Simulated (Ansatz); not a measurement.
Consider the substitution at a C–C bond: `CCSc1ccccc1` + `[SH][GeH3]` → `C[S][GeH3]` + `CSc1ccccc1`.

Program: Ansatz. Geometries: PBE0-D4/def2-TZVP. ΔE: electronic, gas phase. CCSD(T)/CBS is the MP2 limit (def2-TZVPP, def2-QZVPP) plus CCSD(T) − MP2 in def2-TZVPP, frozen cores. For Ge outer-core shells are correlated without core-valence functions, which leaves a few kJ/mol of doubt a bond. Scalar relativity is left out up to krypton. One conformer a species, not always the lowest.

`CCSc1ccccc1`:

```xyz
19

C     0.366   -0.384    2.732
C     0.934   -1.442    1.807
S     1.818   -0.786    0.379
C     0.561   -0.051   -0.603
C    -0.797   -0.337   -0.490
C    -1.709    0.267   -1.342
C    -1.286    1.151   -2.321
C     0.068    1.433   -2.439
C     0.984    0.846   -1.585
H    -0.362    0.246    2.217
H     1.160    0.263    3.109
H    -0.134   -0.851    3.585
H     1.695   -2.037    2.318
H     0.170   -2.146    1.470
H    -1.154   -1.034    0.257
H    -2.764    0.036   -1.238
H    -2.004    1.619   -2.985
H     0.415    2.125   -3.198
H     2.039    1.082   -1.672
```

`[SH][GeH3]`:

Cartesian coordinates in Å:
```
S 1.139 0.498 1.191
Ge -0.287 -0.399 -0.261
H 0.930 1.760 0.782
H 0.149 -0.089 -1.701
H -1.706 0.137 -0.020
H -0.225 -1.906 0.009
```

`C[S][GeH3]`:

Z-matrix (Å, degrees):
```
C
S 1 1.813
H 1 1.090 2 106.7
H 1 1.090 2 111.3 3 118.5
H 1 1.090 2 111.3 3 -118.5
Ge 2 2.212 1 99.2 3 -180.0
H 6 1.533 2 106.6 1 179.9
H 6 1.540 2 109.9 1 59.8
H 6 1.540 2 109.9 1 -60.0
```

`CSc1ccccc1`:

Cartesian coordinates in Å:
```
C 0.728 -1.935 2.067
S -0.814 -1.071 1.784
C -0.477 -0.093 0.368
C -1.521 0.709 -0.098
C -1.344 1.513 -1.208
C -0.125 1.534 -1.876
C 0.911 0.740 -1.415
C 0.743 -0.071 -0.301
H 0.558 -2.558 2.945
H 1.544 -1.243 2.280
H 0.989 -2.578 1.225
H -2.475 0.698 0.418
H -2.166 2.128 -1.555
H 0.012 2.165 -2.745
H 1.868 0.745 -1.925
H 1.570 -0.682 0.037
```

```
         level  ΔE (eV)
 HF/def2-TZVPP     0.14
  HF/CBS(def2)     0.14
 MP2/CBS(def2)     0.15
CCSD/CBS(def2)     0.16
```

**Question.** What does CCSD(T)/CBS give? (An estimate is asked.)

**Answer.** Ansatz gave: +0.15 eV. The listed levels differ from it by -0.01, -0.01, 0.00, 0.01 eV.

Largest T1 diagnostic among the species: 0.011.

In def2-TZVPP, CCSD(T) changes the Hartree–Fock value by +0.05 eV (the triples alone add −0.00 eV) and MP2 by +0.04 eV.
